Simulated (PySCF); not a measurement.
PBE0 on Cr⁻ (chromium, charge -1), [Ar] 3d5 4s2, high-spin 6S determinant. Computed with PySCF 2.14 in aug-cc-pVDZ (7s6p4d2f, 59 functions), with the non-relativistic Hamiltonian (point nucleus).

```
cycle= 1 E= -1044.25232689192  delta_E= -0.0106  |g|= 0.0717  |ddm|= 1.11
cycle= 2 E= -1044.25032999325  delta_E= 0.002  |g|= 0.105  |ddm|= 0.481
cycle= 3 E= -1044.25530232263  delta_E= -0.00497  |g|= 0.013  |ddm|= 0.135
cycle= 4 E= -1044.25557882781  delta_E= -0.000277  |g|= 0.00201  |ddm|= 0.193
cycle= 5 E= -1044.25560351302  delta_E= -2.47e-05  |g|= 0.000295  |ddm|= 0.0661
cycle= 6 E= -1044.25560373902  delta_E= -2.26e-07  |g|= 8.43e-05  |ddm|= 0.00263
cycle= 7 E= -1044.25560376199  delta_E= -2.3e-08  |g|= 9.69e-06  |ddm|= 0.00126
cycle= 8 E= -1044.2556037622  delta_E= -2.18e-10  |g|= 2.77e-07  |ddm|= 0.00022
converged SCF energy = -1044.2556037622  <S^2> = 8.8472878  2S+1 = 6.0323421
```

Highest occupied orbital energy: 0.778 eV; ⟨L²⟩ = 0.00; populations by l: s 8.00, p 12.00, d 5.00, f 0.00.

Question: Can this result be used?

Answer: With care. The calculation finished and met its thresholds. ⟨S²⟩ = 8.85 against 8.75 shows spin contamination. At PBE0 the highest occupied level has a positive energy, so only the finite basis holds that electron; in a semilocal or global hybrid functional this comes from self-interaction and does not mean that the real anion is unbound.
